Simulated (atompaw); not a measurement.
# Cutoff test, Mg, PAW (atompaw)

magnesium, PAW, made with atompaw 4.2.0.5 (LDA (PW92), scalar-relativistic). Core [He], reference 2s2 2p6 3s1.75 3p0 (charge +0.25). Waves: 2s (bound); 3s (bound); 2p (bound); 3p (bound, empty). Local part: bessel scheme, radius 0.90 bohr. Core correction: smooth core density matched at 0.70 bohr. Augmentation charge: besselshape compensation charge, radius 1.10 bohr; PAW radius 1.35 bohr; waves and projectors: bloechl.

The pseudo-atom Hamiltonian at the reference potential is diagonalised in spherical Bessel functions j_l(qr) that vanish at 20 bohr, with q² up to the cutoff. All-electron valence levels (Ry): 2s -5.9801, 3s -0.4679, 2p -3.5860, 3p -0.1980.

Task: How do the lowest levels (Ry) of each channel move with the cutoff, and are there ghosts?

Result:

```
cutoff (Ry)     s #1     s #2     p #1     p #2    d #1    f #1  Σ f·Δε (mRy)
          8  -4.7651  -0.3622  -1.2806  -0.0928  0.0048  0.0718       16447.6
         15  -5.5591  -0.4230  -2.4708  -0.1424  0.0047  0.0718        7611.6
         21  -5.8383  -0.4496  -2.9525  -0.1602  0.0047  0.0718        4116.8
         35  -5.9654  -0.4652  -3.4546  -0.1841  0.0047  0.0718         822.3
         50  -5.9795  -0.4677  -3.5591  -0.1933  0.0047  0.0718         163.2
         70  -5.9801  -0.4679  -3.5833  -0.1972  0.0047  0.0718          16.2
         90  -5.9801  -0.4679  -3.5857  -0.1979  0.0047  0.0718           1.7
        120  -5.9801  -0.4679  -3.5860  -0.1980  0.0047  0.0718           0.1
        400  -5.9801  -0.4679  -3.5860  -0.1980  0.0047  0.0718           0.0
```

Result: no extra level below or beside the all-electron valence levels (s, p, d, f tested); 10 mRy is reached at 80 Ry and 1 mRy at 100 Ry.
